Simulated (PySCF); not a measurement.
1-chloro-2-fluorocyclobutene (C4H4ClF), SMILES FC1=C(Cl)CC1.

Geometry optimised at PBE0-D3(BJ)/def2-SVP.

Level of theory: SMD-ωB97X/6-31G* run with PySCF.

Solvation free energies are E(SMD) − E(gas) at the gas-phase geometry, for 1 M in both phases. In vacuum the dipole moment is 2.25 D.

| solvent | ΔG(solv) (kcal/mol) | its non-electrostatic (CDS) part | dipole (D) |
|---|---|---|---|
| water | 0.3 | 2.9 | 2.96 |
| methanol | -3.6 | -1.1 | 2.94 |
| chloroform | -4.4 | -2.5 | 2.76 |
